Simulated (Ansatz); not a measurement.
Species: C₂H₆O₂Si, SMILES `CC(=O)[SiH2]O` (O–C–Si–O torsion 0°, C–Si–O–H torsion 0°) (charge 0, multiplicity 1).

Task: Give a relaxed geometry from PBE0-D4/def2-TZVP (Ansatz, a quantum-chemistry and plane-wave program).

Result: This is not unique; one that fits is the end point of this relaxation, one of several conformers (outside a Z-matrix the atoms follow the SMILES, hydrogens last).
Z-matrix (Å, degrees):
```
C
O 1 1.2151
C 1 1.4967 2 122.10
H 3 1.0905 1 111.01 2 0.00
H 3 1.0948 4 110.08 1 -121.43
H 3 1.0948 4 110.08 5 -117.13
Si 1 1.9322 2 114.61 3 -180.00
O 7 1.6362 1 103.52 2 0.00
H 8 0.9662 7 110.78 1 0.00
H 7 1.4867 8 112.00 9 118.82
H 7 1.4867 10 108.66 8 -124.26
```
